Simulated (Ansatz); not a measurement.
Saddle point of GeAsH₇, singlet (AsH₃ + GeH₄ → GeAsH₅ ([GeH3][AsH2]) + H₂; bonds formed: Ge1–As7, H2–H6; bonds broken: Ge1–H2, H6–As7), PBE0-D4/def2-TZVP structure:

Ge1  (-0.843, 0.945, -0.291)
H2  (-0.883, -0.906, -0.075)
H3  (-1.812, 0.804, -1.487)
H4  (-1.606, 1.375, 0.970)
H5  (0.174, 2.024, -0.695)
H6  (-0.333, -1.559, 0.418)
As7  (1.198, -0.714, 0.779)
H8  (2.712, -0.957, 1.078)
H9  (1.394, -1.011, -0.697)
(Å)

Energies are electronic, without zero-point energy. Barriers and step energies count from the start structure reached by relaxing down the imaginary mode; all methods use the PBE0-D4 structures, on which another method's saddle can fall below an end. Program: Ansatz 0.2.0. Basis: def2-TZVPP, with def2-QZVPP for the basis limit. Cores are frozen in the correlated methods. Filled d shells of the heavier atoms are correlated. The def2 sets are not built for correlating such inner shells, so the correlated values are less sure here. B3LYP uses VWN-RPA correlation. Extrapolation: Hartree–Fock as exp(−7.88 √X), correlation as X^−2.97.

| method | barrier (kJ/mol) | step energy (kJ/mol) |
| --- | --- | --- |
| SPW92 | ? | -11.5 |
| PBE-D4 | 196.9 | -20.1 |
| BLYP-D4 | 211.1 | -17.3 |
| r2SCAN-D4 | 221.6 | -16.7 |
| B97M-V | 236.2 | -0.7 |
| PBE0-D4 | 225.7 | -16.8 |
| B3LYP-D4 | 233.9 | -14.0 |
| r2SCAN0-D4 | 240.7 | -15.3 |
| BHLYP-D4 | ? | -9.9 |
| CAM-B3LYP-D4 | ? | -6.3 |
| wB97X-V | 265.9 | -9.6 |
| wB97M-V | 255.1 | -11.8 |
| B2PLYP | 248.8 | -12.7 |
| PBE-QIDH | 251.1 | -15.4 |
| RPA on PBE | 257.5 | -8.3 |
| HF | 343.3 | 3.3 |
| MP2 | 251.9 | -19.7 |
| CCSD | 272.7 | -8.1 |
| CCSD(T) | 256.3 | -11.6 |

**Question.** Fill in the withheld barriers. (An estimate is asked for; the value comes from the calculation.)

**Answer.** By the calculation: SPW92 176.6; CAM-B3LYP-D4 258.0; BHLYP-D4 268.5 kJ/mol. Each is the energy of the saddle less that of the start structure, by the same method.

For comparison, the barrier by CCSD(T) at an estimated basis limit (MP2 extrapolated from triple and quadruple zeta, plus CCSD(T) − MP2 in triple zeta) is 249.2 kJ/mol.

The T1 diagnostic stays at or below 0.012. The end structure is not quite a true minimum (one mode of 29i cm⁻¹).

Labels in which every atom is bracketed show which atoms are joined, not bond orders.

For scale, one of the runs: CCSD(T)/def2-TZVPP, 194 basis functions, launched by `ansatz run in.yaml --threads 4 --pin off --events-out ev --progress --plain --max-ram 9574MiB`. Time: 52 s of wall clock on 4 CPU threads of an Arm Neoverse V2; the host was shared. Peak host memory: 2.2 GiB.
